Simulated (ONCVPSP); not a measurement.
**Plane-wave convergence, ONCV potential for Li**

```json
{
  "Element": "Li (Z = 3)",
  "Generator": "ONCVPSP 4.0.1",
  "Type": "optimised norm-conserving Vanderbilt (ONCV)",
  "Functional": "LDA (Perdew-Zunger)",
  "Relativity": "non-relativistic",
  "Frozen core": "none",
  "Valence charge": "3",
  "Reference configuration": "1s2 2s1",
  "Partial waves": "1s+2s: rc 1.25 bohr, ncon 4, nbas 8, qcut 10.4 1/bohr, 2 projectors; p scattering state at 0.18 Ha: rc 1.30 bohr, ncon 5, nbas 8, qcut 6.9 1/bohr, 3 projectors, debl 2 Ha; d scattering state at 0.09 Ha: rc 1.35 bohr, ncon 4, nbas 7, qcut 7.4 1/bohr, 2 projectors, debl 0.8 Ha",
  "Local potential": "polynomial inside 1.20 bohr (lpopt 5, dvloc0 0 Ha)",
  "Core correction": "none"
}
```

**Question.** For each optimised wave give the share of its norm inside rc, the residual kinetic energy above qcut (Ha) and the cutoffs (Ha) for errors of 10, 1, 0.1 and 0.01 mHa per electron.

**Answer.**

```json
{"wave": "1s", "norm inside rc": "0.945", "residual KE": "6.2e-07", "10 mHa": "27.9", "1 mHa": "36.3", "0.1 mHa": "42.9", "0.01 mHa": "48.1"}
{"wave": "2s", "norm inside rc": "0.020", "residual KE": "1.8e-07", "10 mHa": "14.9", "1 mHa": "26.4", "0.1 mHa": "36.2", "0.01 mHa": "43.8"}
{"wave": "p projector 1", "norm inside rc": "0.120", "residual KE": "4.0e-05", "10 mHa": "5.2", "1 mHa": "12.5", "0.1 mHa": "20.5", "0.01 mHa": "49.0"}
{"wave": "p projector 2", "norm inside rc": "0.241", "residual KE": "4.4e-04", "10 mHa": "12.7", "1 mHa": "21.4", "0.1 mHa": "28.5", "0.01 mHa": "61.5"}
{"wave": "p projector 3", "norm inside rc": "0.118", "residual KE": "1.4e-03", "10 mHa": "15.5", "1 mHa": "24.9", "0.1 mHa": "31.8", "0.01 mHa": "58.0"}
{"wave": "d projector 1", "norm inside rc": "0.000", "residual KE": "3.3e-09", "10 mHa": "0.4", "1 mHa": "0.8", "0.1 mHa": "1.9", "0.01 mHa": "4.8"}
{"wave": "d projector 2", "norm inside rc": "0.015", "residual KE": "2.5e-07", "10 mHa": "2.3", "1 mHa": "4.5", "0.1 mHa": "9.6", "0.01 mHa": "16.4"}
```

The occupied waves need 36 Ha and 43 Ha for 1 and 0.1 mHa. Rows with under 1 % of the norm inside rc give no meaningful cutoff. Its largest configuration-test error is +985 meV.
